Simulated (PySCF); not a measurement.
Harmonic spectrum computed at PBE0 in the def2-TZVP basis family (core potentials from Rb on, PySCF, no spin–orbit coupling):

```json
{"ω (cm⁻¹)": "216", "IR (km/mol)": "5.6"}
{"ω (cm⁻¹)": "638", "IR (km/mol)": "122"}
{"ω (cm⁻¹)": "1136", "IR (km/mol)": "110"}
```

Question: Which molecule gave it? In each, all ligands are bound to the one heavy central atom.
A. FWN (triplet)
B. FMoN (triplet)
C. FReN (quartet)
D. FTcN (quartet)

Answer: D. It has Cs symmetry with Tc–F 1.887 Å, Tc–N 1.607 Å.
